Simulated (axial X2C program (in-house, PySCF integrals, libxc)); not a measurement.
**Potential curves of CoN⁻, with spin–orbit coupling**

Calculated with an in-house relativistic program for diatomic molecules. Two-component (2c) means X2C with spin–orbit coupling and atomic mean-field two-electron Coulomb and Gaunt terms. Basis: Co dyall-acv3z [10s11p7d4f2g], N dyall-av3z [7s7p3d2f] (cores contracted in-house); Gaussian nuclei, density fitting, unrestricted open shells. Masses: Co 58.933 u, N 14.003 u.

State: Ω = 7/2 (⟨Sz⟩ = 1.50, ⟨Lz⟩ = 2.00 at PW91). Energies in kJ/mol from the lowest point of each curve. Fits are polynomials in 1 − R0/R over 0.85 to 1.23 times the lowest point R0.

```json
{"R (Å)": "1.3824", "PW91": "128.22"}
{"R (Å)": "1.4460", "PW91": "57.25"}
{"R (Å)": "1.4937", "PW91": "25.24"}
{"R (Å)": "1.5413", "PW91": "7.20"}
{"R (Å)": "1.5890", "PW91": "0.00"}
{"R (Å)": "1.6446", "PW91": "2.05"}
{"R (Å)": "1.7002", "PW91": "12.37"}
{"R (Å)": "1.7717", "PW91": "33.91"}
{"R (Å)": "1.8591", "PW91": "67.78"}
{"R (Å)": "1.9863", "PW91": "122.96"}
```

The state is a single determinant with fixed occupations, the lowest that a limited PBE0 search found. Density functionals use the spin component along the axis (collinear). Other states lie close and PBE0, whose exact exchange favours high spin, may order them wrongly; the determinant shown need not be the ground state. The nearest other 2c determinant of the search, Ω = 1/2, lies 0.12 eV up at the distance of the search. Without a current term, density functionals place determinants with orbital angular momentum somewhat too high. With several unpaired electrons one determinant need not be a pure state. At some level and bond length an empty orbital lies below a filled one. The highest occupied level of some functionals is positive through self-interaction error; at Hartree–Fock it is bound. The determinant is spin-polarised beyond a pure state at some levels (its spin-free form has ⟨S²⟩ too high), which makes Re and μ there less reliable.

(1) Fit the PW91 curve near its minimum: give the equilibrium distance and the harmonic wavenumber.

Results:

(1) At PW91, 2c: Re = 1.605 Å, ωe ≈ 915 cm⁻¹; Be follows as 0.579 cm⁻¹.
